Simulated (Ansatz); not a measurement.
Consider the substitution at a C–Al bond: `C=[CH][Al]([CH3])[SiH3]` + HBr → `C=CBr` + `[CH3][AlH][SiH3]`.

Gas-phase electronic energies from Ansatz, PBE0-D4/def2-TZVP geometries. CCSD(T)/CBS is the MP2 limit (def2-TZVPP, def2-QZVPP) plus CCSD(T) − MP2 in def2-TZVPP, frozen cores. DFT in def2-TZVPP. For Br outer-core shells are correlated without core-valence functions, which leaves a few kJ/mol of doubt a bond. Scalar relativity is left out up to krypton. Each species was taken in one conformer, which may not be the lowest.

```csv
level,ΔE (kcal/mol)
r2SCAN-D4,14.3
PBE0-D4,14.2
ωB97M-V,15.0
PBE,12.5
r2SCAN,14.0
HF/def2-TZVPP,14.4
HF/def2-QZVPP,14.4
SCS-MP2/def2-QZVPP,14.3
```

What does CCSD(T)/CBS give? (Estimate.)

Ansatz gave: +15.3 kcal/mol. The listed levels differ from it by -1.0, -1.1, -0.3, -2.8, -1.3, -0.9, -0.9, -1.0 kcal/mol.

Largest T1 diagnostic among the species: 0.012.

The D4 term adds +1.1 kcal/mol with B3LYP and +0.7 kcal/mol with PBE0; it sums over pairs of atoms, weighted by their polarisabilities, and B3LYP, whose exchange is more repulsive, gets the larger term. From PBE to PBE0 (25 % exact exchange), in def2-TZVPP and without D4, ΔE moves by +1.0 kcal/mol.

B3LYP here is the variant with VWN-RPA as its local correlation; programs differ in this.
